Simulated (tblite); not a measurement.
Species: C₄H₅B₂F.
Z-matrix (Å and degrees, GFN2-xTB geometry), rows numbered from 1:
```
F 
B   1  1.3274
C   2  1.5600  1  120.29
C   3  1.3455  2  119.70  1  -179.87
B   4  1.5546  3  120.00  2     8.00
C   5  1.5546  4  118.22  3   -19.36
C   6  1.3454  5  120.04  4    18.98
H   3  1.0852  2  120.42  1     2.15
H   4  1.0858  3  118.76  2  -177.70
H   5  1.1715  4  120.78  3   154.05
H   6  1.0859  5  120.91  4  -166.65
H   7  1.0852  2  120.40  1    -2.28
```

Level: GFN2-xTB in tblite, geometry and Hessian alike; calculated harmonic values, unscaled, isolated species. Errors from tens to a few hundred cm⁻¹ against measured bands are possible. Modes of hydrogen on boron can be 10 to 20 % off. One conformer, not necessarily the lowest.

Harmonic wavenumbers (cm⁻¹): 73.0, 150.3, 262.1, 318.1, 389.2, 447.9, 453.5, 631.9, 656.5, 678.7, 803.1, 813.1, 861.7, 913.8, 978.4, 991.4, 1092.9, 1132.4, 1164.8, 1230.8, 1251.7, 1331.3, 1355.4, 1575.8, 1609.4, 2632.5, 3006.5, 3008.5, 3026.8, 3028.6.

A = 4674, B = 2511, C = 1642 MHz; mass 94.056 u (most abundant isotopes); point group Cs, symmetry number 1.

Problem. Zero-point energy?

Solution. Half the sum of the wavenumbers: 17935 cm⁻¹ = 214.55 kJ/mol.

Problem. Give the ideal-gas entropy at 298.15 K and 1 bar in the rigid-rotor, harmonic-oscillator model (classical rotation).

Solution. Translation 165.53, rotation 113.86, vibration 61.02: S = 340.4 J/(mol K).

Problem. And Cp and H(298.15 K) − H(0)?

Solution. Cp = 111.94 J/(mol K), of which vibrations give 78.68 (their classical limit is 30 R = 249.4); H(298.15 K) − H(0) = 20.43 kJ/mol without the zero-point energy, 10.52 from vibrations.

Problem. How do the functions run with temperature in this model?

Solution. 
```tsv
T (K)	S (J/(mol K))	Cp (J/(mol K))	H − H(0) (kJ/mol)	G − H(0) (kJ/mol)	ln q(vib)
50	224.2	41.5	1.81	-9.40	0.14
100	256.5	53.5	4.18	-21.47	0.59
373.15	367.9	133.2	29.64	-107.63	4.19
500	411.2	162.8	48.51	-157.08	6.11
750	485.1	201.1	94.43	-269.42	9.91
1000	546.4	224.4	147.84	-398.59	13.50
```

q(vib) and H(0) count from the zero-point level.

Problem. Blend soft modes into free rotors: weight 1/[1 + (100 cm⁻¹/ν̃)⁴] for the oscillator and the rest for a rotor with moment μB/(μ + B), μ = h/(8π²ν), B = 10⁻⁴⁴ kg m². What vibrational entropy results?

Solution. 57.99 J/(mol K) in place of 61.02, which changes −T·S at 298.15 K by +0.90 kJ/mol.

Problem. What must be added to the electronic energy to get the Gibbs energy at 298.15 K and 1 bar?

Solution. ZPE + [H(298.15 K) − H(0)] − T·S = 214.55 + 20.43 − 101.49 = 133.49 kJ/mol.

Problem. Which modes carry the vibrational entropy at 298.15 K?

Solution. 73.0 cm⁻¹: 17.03; 150.3 cm⁻¹: 11.16; 262.1 cm⁻¹: 6.89; 318.1 cm⁻¹: 5.52; 389.2 cm⁻¹: 4.20; 447.9 cm⁻¹: 3.36 J/(mol K); the other 24 give 12.85 together.

Hindered rotation and anharmonicity are outside this model. Other conformers, if any are populated, would add a mixing term that is left out.
